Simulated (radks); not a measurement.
Problem. The iodine ion I4+, 49 electrons, occupied as [Kr] 4d10 5s2 5p1. All-electron calculation, Dirac Kohn-Sham, LDA (Slater exchange, Perdew-Wang correlation), spin-unpolarised, spherical densities, point nucleus; open shells fill j = l - 1/2 first. Program: a radial shooting solver on a logarithmic mesh with Libxc functionals. Some entries of the table are withheld. Estimate them.

| orbital | occ. | eigenvalue (eV) | <r> (bohr) | <r^2> (bohr^2) |
|---|---|---|---|---|
| 1s1/2 | 2 | (1) | 0.02725 | 0.001006 |
| 2s1/2 | 2 | -5131.888 | 0.1168 | 0.01616 |
| 2p1/2 | 2 | -4820.235 | 0.09850 | 0.01194 |
| 2p3/2 | 4 | -4521.886 | 0.1042 | 0.01323 |
| 3s1/2 | 2 | -1071.585 | 0.3142 | 0.1130 |
| 3p1/2 | 2 | -942.4993 | 0.3043 | 0.1076 |
| 3p3/2 | 4 | -886.3681 | 0.3159 | 0.1158 |
| 3d3/2 | 4 | -658.0590 | (2) | 0.09733 |
| 3d5/2 | 6 | -646.2413 | (3) | 0.09969 |
| 4s1/2 | 2 | (4) | 0.7393 | 0.6179 |
| 4p1/2 | 2 | (5) | 0.7714 | (6) |
| 4p3/2 | 4 | (7) | 0.7997 | (8) |
| 4d3/2 | 4 | -95.9619 | 0.9069 | 0.9603 |
| 4d5/2 | 6 | -94.2117 | 0.9179 | 0.9835 |
| 5s1/2 | 2 | -57.8273 | 1.782 | 3.549 |
| 5p1/2 | 1 | -46.1047 | 1.983 | 4.406 |
| 5p3/2 | 0 | -44.4511 | 2.045 | 4.682 |
| 6s1/2 | 0 | -24.4456 | 3.582 | 14.28 |
| 4f5/2 | 0 | -23.6640 | 1.912 | 4.593 |
| 4f7/2 | 0 | -23.6011 | 1.922 | 4.636 |

Solution. 
(1) 1s1/2 eigenvalue (eV): -32970.29
(2) 3d3/2 <r> (bohr): 0.2866
(3) 3d5/2 <r> (bohr): 0.2903
(4) 4s1/2 eigenvalue (eV): -224.9849
(5) 4p1/2 eigenvalue (eV): -179.8446
(6) 4p1/2 <r^2> (bohr^2): 0.6784
(7) 4p3/2 eigenvalue (eV): -168.7657
(8) 4p3/2 <r^2> (bohr^2): 0.7290
